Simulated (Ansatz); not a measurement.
Reaction (homolysis of the Al–S bond): `[SH][Al]([Cl])[Cl]` → `[Cl][Al][Cl]`• + `[SH]`•

Gas-phase electronic energies from Ansatz, PBE0-D4/def2-TZVP geometries. CCSD(T)/CBS is the MP2 limit (def2-TZVPP, def2-QZVPP) plus CCSD(T) − MP2 in def2-TZVPP, frozen cores. This one scheme is used for every species. DFT in def2-TZVPP. No spin–orbit coupling; open shells (•) take unrestricted orbitals. Each species was taken in one conformer, which may not be the lowest.

Problem. What is ΔE at CCSD(T)/CBS? (An estimate is asked.)

Solution. Computed: +406.4 kJ/mol.

Problem. What do these levels give: revPBE-D4, ωB97M-V, LC-ωPBE, MP2/def2-SVP, MP2/def2-TZVPP, HF/CBS(def2)? (An estimate is asked.)

Solution. The calculation gave: revPBE-D4 378.6, ωB97M-V 407.8, LC-ωPBE 384.9, MP2/def2-SVP 389.1, MP2/def2-TZVPP 406.1, HF/CBS(def2) 289.2 kJ/mol.

Largest T1 diagnostic among the species: 0.012.

The D4 term adds +11.1 kJ/mol with B3LYP and +6.1 kJ/mol with PBE0; it sums over pairs of atoms, weighted by their polarisabilities, and B3LYP, whose exchange is more repulsive, gets the larger term. From BLYP to BHLYP (50 % exact exchange), in def2-TZVPP and without D4, ΔE moves by +10.8 kJ/mol.

B3LYP here is the variant with VWN-RPA as its local correlation; programs differ in this.
